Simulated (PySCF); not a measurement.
From one molecule to another.

First species: C₇H₁₃P.
SMILES: `C(C)(C)(C)/C=P\C=C`

Second species: C5H13NO2Si.
InChI=1S/C5H13NO2Si/c1-2-8-9(7)5-3-4-6-5/h5-7,9H,2-4H2,1H3/t5-,9-/m1/s1

Levels: PBE0/pcSseg-1 for dipole moment, HOMO energy, LUMO energy and HOMO–LUMO gap; GFN2-xTB for rotational constant A and rotational constant C. Geometries: GFN2-xTB. Each species is one conformer at its optimised geometry, gas phase, non-relativistic unless stated. Electronic properties by PySCF.

Dipoles, sizes and rotational constants follow the conformer. The torsions of the flexible species, by atom-mapped SMILES:
- `[CH2:1]=[CH:2]/[P:3]=[CH:4]\[C:5]([CH3:6])([CH3:7])[CH3:8]`: C1–C2–P3–C4 -134°, P3–C4–C5–C6 -74°
- `[CH3:1][CH2:2][O:3][Si@@H:4]([OH:5])[C@@H:6]1[CH2:7][CH2:8][NH:9]1`: C1–C2–O3–Si4 -174°, C2–O3–Si4–O5 54°, O3–Si4–C6–C7 -64°, H–O5–Si4–O3 154°

| property | column X | column Y |
| --- | --- | --- |
| dipole moment | 1.67 D | 1.47 D |
| HOMO energy | -6.82 eV | -6.38 eV |
| LUMO energy | -1.59 eV | 1.12 eV |
| HOMO–LUMO gap | 5.23 eV | 7.50 eV |
| rotational constant A | 2.829 GHz | 2.891 GHz |
| rotational constant C | 0.942 GHz | 0.644 GHz |

(1) Which column belongs to which species?

(2) How does each property change from the first species to the second?

Answers

(1) Column X is the first species and column Y the second. The first has 21 atoms and 70 electrons, the second 22 and 80.

(2) dipole moment -0.20 D; HOMO energy +0.44 eV; LUMO energy +2.71 eV; HOMO–LUMO gap +2.27 eV; rotational constant A +0.062 GHz; rotational constant C -0.298 GHz.

On the first: A dipole of 1.67 D is allowed in C1, and pure rotational transitions are dipole-allowed. In atomic units the dipole is 0.66 e·bohr (1 au = 2.5417 D).

On the second: A dipole of 1.47 D is allowed in C1, and pure rotational transitions are dipole-allowed. The dipole equals about 4.9 × 10⁻³⁰ C·m (1 D = 3.33564 × 10⁻³⁰ C·m).
